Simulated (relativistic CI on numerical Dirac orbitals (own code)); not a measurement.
**Magnetism of Tb²⁺, 4f9, in a crystal field**

Calculated by Dirac-Coulomb-Breit CI, orbitals from a KLI potential per configuration, model QED (radiative potential, 1s self-energy scaled to tabulated hydrogen-like ionisation energies), valence Slater integrals scaled by 0.85, one configuration in a parametric crystal field (own radial code).

Field parameters in Wybourne normalisation; cubic f-shell fields have B⁴₄ = √(5/14) B⁴₀ and B⁶₄ = −√(7/2) B⁶₀. The field is a parameter set, without covalency.

S is read from ⟨S²⟩ = S(S + 1).

Powder χT (cm³ K mol⁻¹) by Van Vleck's formula, with temperature-independent terms:

| Field | 2 K | 5 K | 10 K | 20 K | 50 K | 100 K | 200 K | 300 K |
| --- | --- | --- | --- | --- | --- | --- | --- | --- |
| D4h, B20 = -590, B40 = 40, B44 = -860, B60 = 370, B64 = -480 cm⁻¹ | 10.8 | 12.1 | 12.3 | 12.5 | 12.8 | 13.3 | 13.7 | 13.9 |
| Oh, B40 = 470, B60 = 330 cm⁻¹ | 6.78 | 9.03 | 11.2 | 12.3 | 13.1 | 13.6 | 13.9 | 14 |

For Oh, B40 = 470, B60 = 330 cm⁻¹: what effective moment follows at 300 K?

μ_eff = √(8χT) = 10.57 μB. The LS value g√(J(J + 1)) of the free ion's 6H°_15/2 level is 10.65 μB.
